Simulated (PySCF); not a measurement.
Si(Me)(OH)3 (CH6O3Si), SMILES C[Si](O)(O)O.

The structure is a stationary point at B3LYP-D3(BJ)/def2-SVP. The geometry has at least one imaginary mode, so it is a saddle point at that level. The values are those of a single conformer.

Level of theory: PBE/def2-TZVP run with PySCF.

Isolated molecule, no solvent.

```json
{
  "total_energy": "-556.73686 hartree",
  "point_group": "C3",
  "highest_occupied_level": "-7.00 eV",
  "lowest_empty_level": "-0.29 eV",
  "orbital_gap": "6.71 eV",
  "dipole_moment": "1.34 D",
  "quadrupole, principal values (traceless, Buckingham form, about the centre of nuclear charge)": "-2.90, -2.90, 5.81 D·Å",
  "mean_static_polarisability": "47.6 bohr³ (7.05 Å³)",
  "polarisability_principal_values": "45.8, 45.8, 51.2 bohr³"
}
```
